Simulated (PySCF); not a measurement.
Isomers of C2H5B. All species are isolated molecules in the gas phase. One relaxed conformer stands for each flexible species; it need not be the lowest. Strings in code marks are SMILES.

The HOMO from two functionals at the same geometries (B3LYP-D3(BJ)/def2-TZVP), both in PySCF: PBE-D3(BJ)/def2-TZVP and B3LYP-D3(BJ)/def2-TZVP. B3LYP has the VWN-RPA correlation part, as in Gaussian. 

```json
[
 {"species": "`[H]/B=C/C`", "PBE-D3(BJ)/def2-TZVP (eV)": "-5.20"},
 {"species": "`C(B)=C`", "PBE-D3(BJ)/def2-TZVP (eV)": "-7.47"},
 {"species": "`B1CC1`", "PBE-D3(BJ)/def2-TZVP (eV)": "-6.14"}
]
```

### Question
What does B3LYP-D3(BJ)/def2-TZVP give for each?

### Answer

- `[H]/B=C/C`: -6.07
- `C(B)=C`: -8.25
- `B1CC1`: -7.23
Over these rows, drawn at random from the members with no instability flagged (it was tested for open shells, ions and some series alone), PBE minus B3LYP-D3(BJ): mean +0.91 eV, from +0.78 eV to +1.08 eV.
